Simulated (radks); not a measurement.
Task: The mean radii <r> (bohr) of the occupied orbitals of an atom or ion are listed with their occupations. Calculated with a radial shooting solver on a logarithmic mesh with Libxc functionals: scalar-relativistic Kohn-Sham, LDA (Slater exchange, Perdew-Wang correlation), spin-polarised, spherical densities, finite nucleus; Fermi nuclear charge, rms radius of each element as measured or else 0.836 A^(1/3) + 0.57 fm.

orbital  occ.      <r>
1s          2  0.02560
2s          2   0.1098
2p          6  0.09622
3s          2   0.2924
3p          6   0.2903
3d         10   0.2667
4s          2   0.6742
4p          6   0.7159
4d         10   0.8008
5s          2    1.628
5p          6    1.892

Name the element and its charge.

Result: Z = 56, barium, charge +2: Ba2+ in [Kr] 4d10 5s(up 1, down 1) 5p6. The 1s radius gives Z: for a bare nucleus <r> = (2 gamma + 1)/(2Z) with gamma = sqrt(1 - (Z/c)^2), 0.02523 bohr for Z = 56, and screening makes it slightly larger (0.02560 here). The occupations add up to 54, and the charge is Z minus that.
